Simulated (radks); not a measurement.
Results of a calculation; reference values are marked as such.
Species: Eu+. Configuration: [Xe] 4f7 5d1 (not the ground configuration). Code: a radial shooting solver on a logarithmic mesh with Libxc functionals. Model: Dirac Kohn-Sham, BLYP, spin-unpolarised, spherical densities, finite nucleus; open shells fill j = l - 1/2 first; Fermi nuclear charge, rms radius 5.1115 fm.

X-ray form factor f0, the Fourier transform of the density (f0(0) = 62):

sin(theta)/lambda (1/angstrom)  f0 (electrons)
0.05                                    61.073
0.1                                     58.649
0.15                                    55.395
0.2                                     51.836
0.25                                    48.309
0.3                                     45.008
0.4                                     39.322
0.5                                     34.721
0.6                                     30.882
0.8                                     24.822
1                                       20.600
1.25                                    17.258
1.5                                     15.015
2                                       11.346
